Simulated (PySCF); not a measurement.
**Stretching RuF**

Set-up: PySCF, scalar-relativistic core potentials, basis sets Ru cc-pVDZ-PP with ECP28, F cc-pVDZ. Energies in eV from Ru (4d7 5s1) + F in their ground configurations at the same level. All curves are PBE0. state 1: quartet, unpaired electrons σ ↑, π ↑, δ ↑, a mixture of terms (⟨Lz²⟩ = 4.6); state 2: ⁴Δ (quartet), unpaired electrons π ↑↑, δ ↑, a second solution, started from another occupation; state 3: quartet, unpaired electrons σ ↑, π ↑, δ ↑, a mixture of terms (⟨Lz²⟩ = 5.0), a second solution, started from another occupation; state 4: ⁶Δ (sextet), unpaired electrons σ ↑↑, π ↑↑, δ ↑, a second solution, started from another occupation.

```csv
R (Å),state 1,state 2,state 3,state 4
1.643,-2.799,-2.856,-2.749,-2.452
1.719,-3.457,-3.453,-3.394,-3.218
1.795,-3.806,-3.766,-3.731,-3.637
1.853,-3.924,-3.867,-3.842,-3.789
1.910,-3.954,-3.886,-3.866,-3.838
1.967,-3.919,-3.843,-3.825,-3.811
2.044,-3.799,-3.717,-3.698,-3.689
2.139,-3.571,-3.489,-3.464,-3.445
2.254,-3.236,-3.156,-3.122,-3.078
2.407,-2.749,-2.680,-2.626,-2.542
```

**Question.** Put a parabola through the three lowest points of the state 1 curve and estimate Re, k and ωe (reduced mass 16.01 u; 1 eV/Å² = 0.16022 mdyn/Å; ωe = 1302.8·√(k/μ) cm⁻¹).

**Answer.** Through R = 1.853, 1.91, 1.967 Å the second-order coefficient is 10.0 eV/Å², so Re ≈ 1.908 Å, k ≈ 3.21 mdyn/Å and ωe ≈ 583 cm⁻¹. A polynomial fit of higher order to the unrounded PBE0 energies gives Re = 1.905 Å, k = 3.27 mdyn/Å, ωe = 589 cm⁻¹; anharmonicity and rounding make the difference.

The higher-order fit for each curve: state 1: Re = 1.905 Å, ωe = 589 cm⁻¹, De = 3.95 eV; state 2: Re = 1.896 Å, ωe = 583 cm⁻¹, minimum 3.89 eV below the ground-state fragments; state 3: Re = 1.900 Å, ωe = 593 cm⁻¹, minimum 3.87 eV below the ground-state fragments; state 4: Re = 1.915 Å, ωe = 619 cm⁻¹, minimum 3.84 eV below the ground-state fragments.

The metal atom is held in its measured ground configuration; semilocal functionals can put another filling of s and d lower by some tenths of an eV, and De to that atom would be smaller. These are scalar-relativistic numbers at best; spin–orbit coupling would shift them, the dissociation energy most. The state is the lowest single determinant that the PBE0 search found; with open d or f shells the true ground state can be another one.
